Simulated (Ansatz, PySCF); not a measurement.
Spin states of HOW (SMILES [OH][W]), each relaxed with B3LYP-D3(BJ)/def2-TZVP.
State 1 (charge 0, multiplicity 4):
```json
[
 {"atom": "W", "x (Å)": "-0.9526", "y (Å)": "-0.6613", "z (Å)": "-0.8255"},
 {"atom": "O", "x (Å)": "0.4218", "y (Å)": "-0.1214", "z (Å)": "0.2830"},
 {"atom": "H", "x (Å)": "0.4976", "y (Å)": "0.8300", "z (Å)": "0.4722"}
]
```
State 2 (charge 0, multiplicity 6):
```xyz
3

W     -0.996    -0.697    -0.863
O      0.434    -0.097     0.295
H      0.529     0.842     0.498
```

Singlets are restricted, other states unrestricted; no spin–orbit coupling, no relativity up to Kr; see below for the cores. The largest T1 diagnostic is 0.048.

Correlated levels freeze the inner cores; with def2 sets outer-core shells near the valence are correlated too.

Programs: Ansatz (Gaussian basis) for Hartree–Fock, density functionals and correlated methods; PySCF for the dispersion terms. Each number belongs to the level named beside it. In def2 rows elements past Kr take small-core potentials, without spin–orbit coupling.

Problem. What is the computed energy of the multiplicity-6 state less that of the multiplicity-4 state (BLYP-D4/def2-TZVPP)?

Solution. 4.9 kcal/mol

Problem. What energy of the multiplicity-6 state less that of the multiplicity-4 state does B3LYP/def2-TZVPP give?

Solution. 1.2 kcal/mol

Problem. What energy of the multiplicity-6 state less that of the multiplicity-4 state does CCSD(T)/def2-SVP give?

Solution. -1.6 kcal/mol

Doubts at one or more of the structures used: a spin-contaminated determinant (CCSD(T)/def2-SVP).

Ansatz is a quantum-chemistry and plane-wave program.
